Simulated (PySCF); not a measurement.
Cl4H3HfN, multiplicity 1. Atoms are numbered in the order given.

```xyz
9

Hf     0.0000     0.0000     0.0268
Cl     2.0310    -1.1726    -0.3388
Cl     0.0000     0.0000     2.3882
Cl     0.0000     2.3451    -0.3388
Cl    -2.0310    -1.1726    -0.3388
N      0.0000     0.0000    -2.4076
H      0.0000    -0.9535    -2.7988
H      0.8258     0.4768    -2.7988
H     -0.8258     0.4768    -2.7988
```

Geometry: PBE-D3(BJ)/def2-SVP. The spin state was assumed, not searched. The def2 effective core potentials stand for the cores of Hf; spin–orbit coupling is left out.

Method: PBE-D3(BJ)/def2-SVP (PySCF 2.14.0).

Frequencies are harmonic and unscaled.

Modes within 1.5 cm⁻¹ of each other (mostly degenerate sets) share a row, with their intensities summed.

Computed normal modes with their intensities:
```csv
mode,ν (cm⁻¹),IR (km/mol),moving atoms (share of kinetic energy)
1–2,68,2.3,"Cl 81 %, N 14 %"
3,96,0.0,H 100 %
4–5,103,2.1,"Cl 72 %, Hf 22 %"
6,128,10.8,"Cl 75 %, Hf 23 %"
7–8,146,5.2,"Cl 46 %, N 35 %, H 17 %"
9,297,2.1,"N 66 %, Cl 15 %, H 15 %"
10,351,26.5,"Cl 81 %, N 9 %, Hf 8 %"
11–13,365,194.2,"Cl 86 %, Hf 12 %"
14–15,582,74.5,"H 84 %, N 15 %"
16,1198,137.1,"H 84 %, N 16 %"
17–18,1572,37.1,H 95 %
19,3374,19.6,H 98 %
20–21,3494,58.8,"H 92 %, N 8 %"
```
